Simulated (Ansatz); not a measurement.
Species: F₄Ge, SMILES `[F][Ge]([F])([F])[F]` (charge 0, multiplicity 1).

### Question
Give a relaxed geometry from PBE-D3(BJ)/def2-TZVP (Ansatz, an electronic-structure program).

### Answer
the end point of this relaxation (outside a Z-matrix the atoms follow the SMILES, hydrogens last).
Bonded distances (Å): F1–Ge2 1.716, Ge2–F3 1.716, Ge2–F4 1.716, Ge2–F5 1.716. Angles (°): F1–Ge2–F3 109.5, F1–Ge2–F4 109.5, F1–Ge2–F5 109.5, F3–Ge2–F4 109.5, F3–Ge2–F5 109.5, F4–Ge2–F5 109.5.
